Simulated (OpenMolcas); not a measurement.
# Fe2+, Ru2+, Os2+: d⁶ down the group

```yaml
Program: OpenMolcas 26.06
Method: RASSCF
Basis: ANO-R2
Scalar_Hamiltonian: X2C, finite nucleus
Spin-orbit_coupling: state interaction with AMFI integrals over the reference wave functions, term energies averaged over their components
```

Active space for each ion: 12 electrons in 8 orbitals (RAS1 p, at most 2 holes; RAS2 d).

Computed levels in cm-1 above ⁵D₄:

```json
{"Level": "⁵D₃", "Fe2+": "439", "Ru2+": "1161", "Os2+": "4589"}
{"Level": "⁵D₂", "Fe2+": "748", "Ru2+": "1856", "Os2+": "5011"}
{"Level": "⁵D₁", "Fe2+": "947", "Ru2+": "2302", "Os2+": "7120"}
{"Level": "⁵D₀", "Fe2+": "1045", "Ru2+": "2516", "Os2+": "7514"}
{"Level": "³P₂(1)", "Fe2+": "21446", "Ru2+": "16845", "Os2+": "17984"}
{"Level": "³P₁(1)", "Fe2+": "22751", "Ru2+": "20233", "Os2+": "31944"}
{"Level": "³H₆", "Fe2+": "24259", "Ru2+": "18935", "Os2+": "19447"}
{"Level": "³H₅", "Fe2+": "24476", "Ru2+": "19228", "Os2+": "19333"}
{"Level": "³F₃(1)", "Fe2+": "24693", "Ru2+": "19899", "Os2+": "21674"}
{"Level": "weight of ⁵D in the lowest level (%)", "Fe2+": "100", "Ru2+": "99", "Os2+": "88"}
```

Mixed levels, with the weight of the term that names them: Os2+ ³P₂(1) (65 %), Os2+ ³P₁(1) (50 %), Os2+ ³H₅ (55 %), Os2+ ³F₃(1) (62 %).

Measured, with the error of the calculation in %. Measured levels: Fe2+ from Corliss and Sugar, J. Phys. Chem. Ref. Data 11, 135 (1982); Ru2+ from Moore, Atomic Energy Levels, vol. III, NSRDS-NBS 35 (1971 reprint of NBS Circular 467, 1958).

```csv
Level,Fe2+,Ru2+
⁵D₃,436 (+0.6),1159 (+0.2)
⁵D₂,739 (+1.3),1826 (+1.6)
⁵D₁,932 (+1.6),2266 (+1.6)
⁵D₀,1027 (+1.7),2476 (+1.6)
³P₂(1),19405 (+10.5),
³P₁(1),20688 (+10.0),
³H₆,20051 (+21.0),
³H₅,20301 (+20.6),
³F₃(1),21700 (+13.8),
```

The fine-structure level ⁵D₀ changes by a factor of 7.19 from Fe2+ to Os2+.

Without spin-orbit coupling ³P(1) lies 21635, 17200, 16567 cm-1 above ⁵D in that order; the difference to the level ³P₂(1), of either sign, comes from spin-orbit coupling, which also lowers the zero.

Without dynamic correlation excited terms often stand tens of per cent too high (terms of higher spin than the ground term too low), and those without a measured partner can miss by more than the paired ones. Active for correlation alone: 3p; no level in the range computed is led by a configuration that opens it, so any true level of that kind is missing (holds for Fe2+). Active for correlation alone: 4p; no level in the range computed is led by a configuration that opens it, so any true level of that kind is missing (holds for Ru2+). Active for correlation alone: 5p; no level in the range computed is led by a configuration that opens it, so any true level of that kind is missing (holds for Os2+). Measured partners are found by configuration, term and J. A level has none where our copy of the source lacks it or the pairing is in doubt (some pairs that miss far off the trend of their configuration count as doubtful), and it then counts in no deviation. Only configurations of the active space appear.

A number in round brackets counts repeated terms of one configuration in the order of the reference energies.
